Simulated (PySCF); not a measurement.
PySCF input file for SiFClBr2, SMILES Br[Si](Br)(Cl)F, TDDFT-PBE/def2-SVPD. Geometry optimised at B3LYP-D3(BJ)/def2-SVP.

```python
import numpy as np
from pyscf import gto, scf, dft, tdscf

mol = gto.M(
    atom='''
    F     1.92938901    0.67695962   -0.00000001
    Si    0.33976208    0.41990625    0.00000000
    Cl   -0.58859030    2.24020571    0.00000000
    Br   -0.17307336   -0.71506887   -1.81578308
    Br   -0.17307336   -0.71506888    1.81578309
    ''',
    basis='def2-SVPD',
    charge=0,
    spin=0,
    symmetry=True,
    max_memory=1600,
    verbose=4,
)
mf = dft.RKS(mol, xc='pbe').density_fit(auxbasis='def2-universal-jkfit')
mf.grids.level = 3
mf.conv_tol = 1e-9
mf.max_cycle = 100
mf.kernel()
mf.grids = dft.Grids(mol).set(level=1).build(with_non0tab=True)  # coarser grid for the response kernel
td = tdscf.TDDFT(mf)
td.singlet = True
td.nstates = 10
td.conv_tol = 1e-4
td.positive_eig_threshold = 1e-6
td.kernel(x0=td.get_init_guess(mf, 15))
td.analyze()
tt = tdscf.TDA(mf)
tt.singlet = False
tt.nstates = 4
tt.conv_tol = 1e-4
tt.positive_eig_threshold = 1e-6
tt.kernel(x0=tt.get_init_guess(mf, 9))
tt.analyze(verbose=3)
```

Program output:

```
PySCF version 2.14.0

[INPUT] verbose = 4
[INPUT] num. atoms = 5
[INPUT] num. electrons = 110
[INPUT] charge = 0
[INPUT] spin (= nelec alpha-beta = 2S) = 0
[INPUT] symmetry True subgroup None
[INPUT] Mole.unit = angstrom
[INPUT] Symbol           X                Y                Z      unit          X                Y                Z       unit  Magmom
[INPUT]  1 F      1.929389010000   0.676959620000  -0.000000010000 AA    3.646016816646   1.279268279190  -0.000000018897 Bohr   0.0
[INPUT]  2 Si     0.339762080000   0.419906250000   0.000000000000 AA    0.642057278713   0.793507810493   0.000000000000 Bohr   0.0
[INPUT]  3 Cl    -0.588590300000   2.240205710000   0.000000000000 AA   -1.112274466576   4.233375254587   0.000000000000 Bohr   0.0
[INPUT]  4 Br    -0.173073360000  -0.715068870000  -1.815783080000 AA   -0.327061249858  -1.351284324502  -3.431332722819 Bohr   0.0
[INPUT]  5 Br    -0.173073360000  -0.715068880000   1.815783090000 AA   -0.327061249858  -1.351284343399   3.431332741716 Bohr   0.0

nuclear repulsion = 831.940902320175
point group symmetry = Cs
symmetry origin: [-1.54613957e-09 -1.71793272e-09  4.46662537e-09]
symmetry axis x: [ 1.00000000e+00 -3.36310401e-09  1.24791576e-09]
symmetry axis y: [-3.36310400e-09 -1.00000000e+00 -9.18309358e-09]
symmetry axis z: [-1.24791579e-09 -9.18309351e-09  1.00000000e+00]
num. orbitals of irrep A' = 93
num. orbitals of irrep A" = 63
number of shells = 60
number of NR pGTOs = 286
number of NR cGTOs = 156
basis = def2-SVPD
ecp = {}


[settings echo left out]
init E= -5994.3008633431
HOMO (A") = -0.301675118950394  LUMO (A') = -0.0842801474996526  gap/eV = 5.91562
cycle= 1 E= -5995.87020398218  delta_E= -1.57  |g|=  0.6  |ddm|= 3.45
HOMO (A') = -0.277385411380045  LUMO (A') = -0.112244202511989  gap/eV = 4.49372
cycle= 2 E= -5995.62324672628  delta_E= 0.247  |g|= 1.31  |ddm|= 1.93
HOMO (A") = -0.27598708357083  LUMO (A') = -0.0878252270024631  gap/eV = 5.12014
cycle= 3 E= -5995.9331870222  delta_E= -0.31  |g|= 0.144  |ddm|= 1.26
HOMO (A") = -0.283258711989928  LUMO (A') = -0.0879227327589023  gap/eV = 5.31536
cycle= 4 E= -5995.93608958763  delta_E= -0.0029  |g|= 0.0633  |ddm|= 0.24
HOMO (A") = -0.283854448177423  LUMO (A') = -0.0905791016930015  gap/eV = 5.25929
cycle= 5 E= -5995.93704760527  delta_E= -0.000958  |g|= 0.0172  |ddm|= 0.101
HOMO (A") = -0.283442682002098  LUMO (A') = -0.0893646219676896  gap/eV = 5.28113
cycle= 6 E= -5995.93712593817  delta_E= -7.83e-05  |g|= 0.00501  |ddm|= 0.0297
HOMO (A") = -0.283349407993585  LUMO (A') = -0.0895588209988727  gap/eV = 5.27331
cycle= 7 E= -5995.93713309961  delta_E= -7.16e-06  |g|= 0.00116  |ddm|= 0.00782
HOMO (A") = -0.283415289890165  LUMO (A') = -0.0895797522088633  gap/eV = 5.27453
cycle= 8 E= -5995.93713339306  delta_E= -2.93e-07  |g|= 0.000394  |ddm|= 0.00152
HOMO (A") = -0.28338635768165  LUMO (A') = -0.0895629066589092  gap/eV = 5.27420
cycle= 9 E= -5995.93713342756  delta_E= -3.45e-08  |g|= 4.24e-05  |ddm|= 0.000488
HOMO (A") = -0.283388096974924  LUMO (A') = -0.0895640582248185  gap/eV = 5.27422
cycle= 10 E= -5995.93713342797  delta_E= -4.07e-10  |g|= 1.83e-05  |ddm|= 6.58e-05
HOMO (A") = -0.283388303122861  LUMO (A') = -0.0895645408993282  gap/eV = 5.27421
Extra cycle  E= -5995.93713342787  delta_E= 9.82e-11  |g|= 2.87e-05  |ddm|= 4.9e-05
converged SCF energy = -5995.93713342787
tot grids = 32696
Overwritten attributes  positive_eig_threshold  of <class 'pyscf.tdscf.rks.CasidaTDDFT'>


******** <class 'pyscf.tdscf.rks.CasidaTDDFT'> for <class 'pyscf.df.df_jk.DFSymAdaptedRKS'> ********
nstates = 10 singlet
deg_eia_thresh = 1.000e-03
wfnsym = None
conv_tol = 0.0001
eigh lindep = 1e-12
eigh level_shift = 0
eigh max_cycle = 100


Excitation energies (eV)
[5.44986459 5.63428126 5.85938851 6.20660286 6.62940079 6.72900309
 6.88520806 7.15407899 7.21989576 7.36907288]

** Singlet excitation energies and oscillator strengths **
Excited State   1:   A"      5.44986 eV    227.50 nm  f=0.0066
      55 -> 56       -0.70157
Excited State   2:   A"      5.63428 eV    220.05 nm  f=0.0089
      54 -> 56       -0.70066
Excited State   3:   A'      5.85939 eV    211.60 nm  f=0.0155
      53 -> 56       -0.70069
Excited State   4:   A'      6.20660 eV    199.76 nm  f=0.0119
      52 -> 56        0.69939
Excited State   5:   A"      6.62940 eV    187.02 nm  f=0.0331
      51 -> 56        0.67877
      54 -> 57       -0.11853
      55 -> 59       -0.12261
Excited State   6:   A'      6.72900 eV    184.25 nm  f=0.0062
      50 -> 56       -0.70133
Excited State   7:   A"      6.88521 eV    180.07 nm  f=0.0003
      55 -> 57       -0.70341
Excited State   8:   A"      7.15408 eV    173.31 nm  f=0.0004
      54 -> 57        0.58130
      55 -> 59       -0.38674
Excited State   9:   A'      7.21990 eV    171.73 nm  f=0.0173
      53 -> 57       -0.24712
      55 -> 58       -0.65429
Excited State  10:   A"      7.36907 eV    168.25 nm  f=0.0098
      49 -> 56        0.13802
      54 -> 57        0.15419
      54 -> 59        0.56349
      55 -> 59        0.35146

** Transition electric dipole moments (AU) **
state          X           Y           Z        Dip. S.      Osc.
  1         0.0000      0.0000      0.2226      0.0495      0.0066
  2        -0.0000     -0.0000      0.2546      0.0648      0.0089
  3        -0.1552      0.2893      0.0000      0.1078      0.0155
  4         0.0512      0.2750      0.0000      0.0782      0.0119
  5        -0.0000      0.0000      0.4517      0.2040      0.0331
  6        -0.1836     -0.0626      0.0000      0.0376      0.0062
  7         0.0000     -0.0000      0.0438      0.0019      0.0003
  8         0.0000      0.0000      0.0491      0.0024      0.0004
  9         0.0078      0.3125      0.0000      0.0977      0.0173
 10        -0.0000     -0.0000      0.2330      0.0543      0.0098

** Transition velocity dipole moments (imaginary part, AU) **
state          X           Y           Z        Dip. S.      Osc.
  1         0.0000      0.0000      0.0461      0.0021      0.0071
  2         0.0000     -0.0000      0.0531      0.0028      0.0091
  3        -0.0338      0.0632      0.0000      0.0051      0.0159
  4         0.0110      0.0637      0.0000      0.0042      0.0122
  5        -0.0000     -0.0000      0.1111      0.0124      0.0338
  6        -0.0433     -0.0149      0.0000      0.0021      0.0056
  7         0.0000     -0.0000      0.0115      0.0001      0.0003
  8         0.0000      0.0000      0.0116      0.0001      0.0003
  9         0.0022      0.0845      0.0000      0.0071      0.0180
 10        -0.0000      0.0000      0.0618      0.0038      0.0094

** Transition magnetic dipole moments (imaginary part, AU) **
state          X           Y           Z
  1        -0.4635      0.0119      0.0000
  2         0.0075      0.1722     -0.0000
  3         0.0000      0.0000     -0.1168
  4         0.0000     -0.0000      0.0099
  5         0.0379      0.0209     -0.0000
  6        -0.0000      0.0000      0.0088
  7         0.6943      0.2588     -0.0000
  8         0.2038     -0.0826     -0.0000
  9         0.0000     -0.0000     -0.1369
 10        -0.1199      0.3958     -0.0000
Overwritten attributes  positive_eig_threshold  of <class 'pyscf.tdscf.rks.TDA'>


******** <class 'pyscf.tdscf.rks.TDA'> for <class 'pyscf.df.df_jk.DFSymAdaptedRKS'> ********
nstates = 4 triplet
deg_eia_thresh = 1.000e-03
wfnsym = None
conv_tol = 0.0001
eigh lindep = 1e-12
eigh level_shift = 0
eigh max_cycle = 100


Excitation energies (eV)
[5.10812513 5.30192675 5.5091552  5.85306086]

** Triplet excitation energies and oscillator strengths **
Excited State   1:   A"      5.10813 eV    242.72 nm  f=0.0000
Excited State   2:   A"      5.30193 eV    233.85 nm  f=0.0000
Excited State   3:   A'      5.50916 eV    225.05 nm  f=0.0000
Excited State   4:   A'      5.85306 eV    211.83 nm  f=0.0000
```

The run converged.

Cost: about 40 core-seconds (a rough figure).
